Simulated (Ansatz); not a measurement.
Gas-phase electronic energies from Ansatz, PBE0-D4/def2-TZVP geometries. CCSD(T)/CBS is the MP2 limit (def2-TZVPP, def2-QZVPP) plus CCSD(T) − MP2 in def2-TZVPP, frozen cores. This one scheme is used for every species. Functionals use def2-TZVPP. B3LYP here is the variant with VWN-RPA as its local correlation; programs differ in this. HSE06 is defined as in plane-wave codes. def2 core potentials past Kr. For Br, In outer-core shells are correlated without core-valence functions, which leaves a few kJ/mol of doubt a bond. Scalar relativity is left out up to krypton. One conformer a species, not always the lowest.

Consider the ligand exchange at the In–Cl bond: `[NH2][In]([Cl])[Br]` + NH₃ → `[NH2][In]([NH2])[Br]` + HCl.

`[NH2][In]([Cl])[Br]`:

Cartesian coordinates in Å:
```
N 0.076 1.235 0.268
In -0.032 -0.683 -0.290
Cl 1.898 -1.844 -0.810
Br -2.169 -1.808 -0.678
H -0.712 1.588 0.793
H 0.938 1.513 0.717
```

NH₃:

```xyz
4

N    -0.099    0.184    0.189
H    -0.802   -0.070   -0.494
H     0.689    0.560   -0.322
H     0.213   -0.674    0.627
```

`[NH2][In]([NH2])[Br]`:

Z-matrix (Å, degrees):
```
N
In 1 2.010
H 1 1.010 2 114.7
H 1 1.010 2 117.0 3 -129.7
N 2 2.010 1 127.7 3 167.8
Br 2 2.474 1 115.6 3 -25.1
H 5 1.010 2 114.7 1 -167.8
H 5 1.010 2 117.0 1 -38.1
```

HCl:

Z-matrix (Å, degrees):
```
Cl
H 1 1.279
```

| level | ΔE (kJ/mol) | difference from CCSD(T)/CBS |
| --- | --- | --- |
| LDA (SPW92) | 98.2 | -5.8 |
| PBE-D4 | 105.4 | 1.4 |
| revPBE-D4 | 105.1 | 1.1 |
| BLYP-D4 | 105.0 | 1.0 |
| r2SCAN-D4 | 110.5 | 6.5 |
| B97M-V | 116.6 | 12.6 |
| PBE0-D4 | 110.8 | 6.8 |
| B3LYP-D4 | 109.6 | 5.6 |
| r2SCANh-D4 | 111.9 | 7.9 |
| r2SCAN0-D4 | 114.0 | 10.0 |
| HSE06-D4 | 111.1 | 7.1 |
| BHLYP-D4 | 116.9 | 12.9 |
| CAM-B3LYP-D4 | 107.2 | 3.2 |
| ωB97X-V | 108.3 | 4.3 |
| ωB97M-V | 108.8 | 4.8 |
| B2PLYP | 107.6 | 3.6 |
| PBE-QIDH | 110.4 | 6.4 |
| PBE | 105.7 | 1.7 |
| revPBE | 107.5 | 3.5 |
| BLYP | 106.0 | 2.0 |
| r2SCAN | 110.6 | 6.6 |
| B3LYP | 110.0 | 6.0 |
| r2SCANh | 112.1 | 8.1 |
| r2SCAN0 | 114.1 | 10.1 |
| HSE06 | 111.3 | 7.3 |
| BHLYP | 116.2 | 12.2 |
| CAM-B3LYP | 107.3 | 3.3 |
| LC-ωPBE | 105.8 | 1.8 |
| RPA@PBE/def2-TZVPP | 97.6 | -6.4 |
| MP2/def2-SVP | 111.5 | 7.5 |
| CCSD/def2-SVP | 113.3 | 9.3 |
| CCSD(T)/def2-SVP | 111.4 | 7.4 |
| HF/def2-TZVPP | 126.5 | 22.5 |
| CCSD/def2-TZVPP | 104.6 | 0.6 |
| CCSD(T)/def2-TZVPP | 102.5 | -1.5 |
| HF/def2-QZVPP | 126.3 | 22.3 |
| MP2/def2-QZVPP | 103.6 | -0.4 |
| HF/CBS(def2) | 126.3 | 22.3 |
| MP2/CBS(def2) | 104.3 | 0.3 |
| CCSD/CBS(def2) | 106.1 | 2.1 |
| CCSD(T)/CBS | 104.0 | 0 |

Largest T1 diagnostic among the species: 0.012.

In def2-TZVPP, CCSD(T) changes the Hartree–Fock value by −24.0 kJ/mol (the triples alone add −2.1 kJ/mol) and MP2 by −23.7 kJ/mol. At CCSD(T), def2-SVP lies +7.4 kJ/mol from the extrapolated value and def2-TZVPP −1.5 kJ/mol.

CCSD(T)/CBS has its own doubt, a few kJ/mol and more with outer-core shells, so smaller differences from it don't rank the levels.
